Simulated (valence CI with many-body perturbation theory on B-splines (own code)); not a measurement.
# Sb XXI: calculated level list

Level of theory: relativistic CI+MBPT: three valence electrons over a frozen Dirac-Fock core [Ar] 3d10, radial functions for each j: 11 s, 11 p, 10 d, 8 f, 5 g, 2 h, with the one-electron correlation potential Σ1 (screened to all orders), the two-electron term Σ2, the three-electron term Σ3, Breit, model QED; selected single and double excitations, second order for the rest, scaled by the run's own slope (own B-spline code, finite nucleus).

No measured spectrum was set against this ion. As an estimate, levels hold to about 250 cm⁻¹ or 0.2 % of their energy and the worst to 1 %, as in measured heavy ions of charge 2 to 7; those with d or f electrons hold less well.

Levels 1 to 45 of 182, with energies above the lowest level, 4s2.4p 2P°_1/2. "Leading %" is the weight of the configuration and term that name the level; weights of strongly mixed levels are sums over their largest components and can fall short, so below about 35 % the name and the second component can differ from the true leading terms, or belong to a minority configuration. Lifetimes count E1, E2, E3, M1 and M2 decay at the calculated energies, and are blank where another channel may lead or the interval is too uncertain; long ones can be off by a factor of two.

| No. | Configuration | Term | J | E (cm⁻¹) | Leading % | Second component | g | Lifetime |
| --- | --- | --- | --- | --- | --- | --- | --- | --- |
| 1 | 4s2.4p | 2P° | 1/2 | 0 | 99 |  | 0.664 |  |
| 2 | 4s2.4p | 2P° | 3/2 | 99624 | 98 |  | 1.333 | 112 μs |
| 3 | 4s.4p2 | 4P | 1/2 | 346170 | 84 | 13 % 4s.4p2 2S | 2.521 | 427 ps |
| 4 | 4s.4p2 | 4P | 3/2 | 408010 | 97 |  | 1.708 | 3.38 ns |
| 5 | 4s.4p2 | 4P | 5/2 | 437330 | 68 | 31 % 4s.4p2 2D | 1.472 | 520 ps |
| 6 | 4s.4p2 | 2D | 3/2 | 490210 | 82 | 12 % 4s.4p2 2P | 0.874 | 40.0 ps |
| 7 | 4s.4p2 | 2P | 1/2 | 523400 | 68 | 20 % 4s.4p2 2S | 1.158 | 11.8 ps |
| 8 | 4s.4p2 | 2D | 5/2 | 536600 | 64 | 32 % 4s.4p2 4P | 1.326 | 136 ps |
| 9 | 4s.4p2 | 2S | 1/2 | 622770 | 66 | 28 % 4s.4p2 2P | 1.654 | 15.9 ps |
| 10 | 4s.4p2 | 2P | 3/2 | 630820 | 85 | 9 % 4s.4p2 2D | 1.279 | 8.82 ps |
| 11 | 4s2.4d | 2D | 3/2 | 754190 | 92 | 6 % 4s.4p2 2D | 0.802 | 5.18 ps |
| 12 | 4s2.4d | 2D | 5/2 | 771660 | 93 | 5 % 4s.4p2 2D | 1.200 | 6.80 ps |
| 13 | 4p3 | 2P° | 3/2 | 865500 | 35 | 31 % 4p3 4S° | 1.365 | 18.9 ps |
| 14 | 4p3 | 4S° | 3/2 | 936770 | 53 | 38 % 4p3 2D° | 1.441 | 14.2 ps |
| 15 | 4p3 | 2D° | 5/2 | 942170 | 84 | 14 % 4s.4p.4d 2D° | 1.197 | 34.2 ps |
| 16 | 4p3 | 2P° | 1/2 | 995400 | 92 | 5 % 4s.4p.4d 2P° | 0.664 | 15.5 ps |
| 17 | 4s.4p.4d | 4F° | 3/2 | 1023400 | 89 | 7 % 4s.4p.4d 2D° | 0.456 | 112 ps |
| 18 | 4s.4p.4d | 4F° | 5/2 | 1042000 | 85 | 5 % 4s.4p.4d 4D° | 1.048 | 69.3 ps |
| 19 | 4p3 | 2P° | 3/2 | 1063500 | 52 | 16 % 4p3 2D° | 1.307 | 15.3 ps |
| 20 | 4s.4p.4d | 4F° | 7/2 | 1073300 | 82 | 12 % 4s.4p.4d 4D° | 1.253 | 43.7 ps |
| 21 | 4s.4p.4d | 4P° | 5/2 | 1085000 | 55 | 22 % 4s.4p.4d 4D° | 1.453 | 8.52 ps |
| 22 | 4s.4p.4d | 4D° | 3/2 | 1092500 | 52 | 33 % 4s.4p.4d 4P° | 1.359 | 5.79 ps |
| 23 | 4s.4p.4d | 4D° | 1/2 | 1095300 | 79 | 10 % 4s.4p.4d 2P° | 0.331 | 4.70 ps |
| 24 | 4s.4p.4d | 4F° | 9/2 | 1133700 | 100 |  | 1.333 |  |
| 25 | 4s.4p.4d | 2F° | 5/2 | 1135400 | 67 | 14 % 4s.4p.4d 2D° | 0.983 | 11.6 ps |
| 26 | 4s.4p.4d | 2D° | 3/2 | 1145800 | 61 | 13 % 4s.4p.4d 2P° | 0.885 | 6.54 ps |
| 27 | 4s.4p.4d | 4P° | 1/2 | 1161600 | 88 | 11 % 4s.4p.4d 4D° | 2.365 | 7.05 ps |
| 28 | 4s.4p.4d | 4D° | 5/2 | 1163700 | 62 | 12 % 4s.4p.4d 4P° | 1.312 | 5.62 ps |
| 29 | 4s.4p.4d | 4D° | 7/2 | 1164800 | 79 | 15 % 4s.4p.4d 4F° | 1.384 | 5.74 ps |
| 30 | 4s.4p.4d | 4P° | 3/2 | 1165300 | 60 | 36 % 4s.4p.4d 4D° | 1.512 | 6.43 ps |
| 31 | 4s.4p.4d | 2D° | 5/2 | 1188900 | 50 | 27 % 4s.4p.4d 4P° | 1.260 | 9.88 ps |
| 32 | 4s.4p.4d | 2D° | 3/2 | 1221200 | 42 | 41 % 4s.4p.4d 2P° | 1.094 | 4.88 ps |
| 33 | 4s.4p.4d | 2F° | 7/2 | 1230700 | 98 |  | 1.143 | 14.2 ps |
| 34 | 4s.4p.4d | 2F° | 7/2 | 1252300 | 79 | 10 % 4s2.4f 2F° | 1.168 | 5.13 ps |
| 35 | 4s.4p.4d | 2F° | 5/2 | 1253100 | 79 | 11 % 4s2.4f 2F° | 0.887 | 4.76 ps |
| 36 | 4s.4p.4d | 2P° | 1/2 | 1270300 | 88 | 9 % 4s.4p.4d 4D° | 0.635 | 5.36 ps |
| 37 | 4s.4p.4d | 2P° | 1/2 | 1281600 | 92 | 6 % 4p3 2P° | 0.663 | 4.72 ps |
| 38 | 4s.4p.4d | 2D° | 3/2 | 1297200 | 47 | 39 % 4s.4p.4d 2P° | 1.041 | 3.60 ps |
| 39 | 4s.4p.4d | 2P° | 3/2 | 1297600 | 81 | 12 % 4s.4p.4d 2D° | 1.263 | 5.02 ps |
| 40 | 4s.4p.4d | 2D° | 5/2 | 1304100 | 81 | 9 % 4s.4p.4d 2F° | 1.166 | 3.56 ps |
| 41 | 4s2.4f | 2F° | 5/2 | 1452300 | 87 | 11 % 4s.4p.4d 2F° | 0.856 | 4.38 ps |
| 42 | 4s2.4f | 2F° | 7/2 | 1452700 | 88 | 10 % 4s.4p.4d 2F° | 1.143 | 4.82 ps |
| 43 | 4p2.4d | 4F | 3/2 | 1459300 | 56 | 16 % 4p2.4d 2D | 0.673 | 23.4 ps |
| 44 | 4p2.4d | 4F | 5/2 | 1488600 | 37 | 27 % 4p2.4d 4D | 1.144 | 20.8 ps |
| 45 | 4p2.4d | 2F | 5/2 | 1519800 | 60 | 34 % 4p2.4d 4F | 0.921 | 36.2 ps |

Names give the largest LS component (configuration and term), which can be under half, so a name can repeat, a term be missing and a line seem to break the LS rules; names also repeat where a configuration has a term twice.

Where two levels of one J and parity lie close, their mixing, g and order are uncertain.

The ionisation energy to 4s2 1S_0 of the next ion comes out as 585.52 eV (NIST: 584 ± 4 eV (theoretical)). All 182 levels together are meant to be complete up to 2375500 cm⁻¹.
